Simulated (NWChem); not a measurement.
System: CH2ClFO2Si; SMILES F[Si]1(Cl)OCO1

NWChem input:

```
start job
memory heap 200 mb stack 900 mb global 1100 mb
geometry units angstroms noautosym nocenter noautoz
  F      1.857405    -0.261730     0.000000
  Si     0.286611    -0.010255     0.000000
  Cl    -0.592308    -1.844694     0.000000
  O     -0.265905     1.093810    -1.115370
  C     -0.677408     1.920103     0.000000
  O     -0.265905     1.093810     1.115370
  H     -0.135807     2.869710     0.000000
  H     -1.761330     2.060637     0.000000
end
basis spherical
  * library 6-31g*
end
dft
  xc b3lyp
  iterations 150
end
cosmo
  do_cosmo_smd true
  solvent toluene
end
task dft energy
```

Geometry: optimised at B3LYP/6-31G* (spherical d). Solvent: toluene.

Level: B3LYP/6-31G* with SMD (1 M gas to 1 M solution), gas-phase geometry. Reactions with the solvent are ignored.

Q: Give the results of this calculation. (B3LYP/6-31G* (spherical d), SMD on the gas-phase geometry.) Quantities: solvation free energy (kcal/mol); cavity-dispersion-structure term (kcal/mol); dipole in solution (D).

A: 
```json
{
  "solvation free energy (kcal/mol)": "-3.5",
  "cavity-dispersion-structure term (kcal/mol)": "-1.6",
  "dipole in solution (D)": "1.66"
}
```
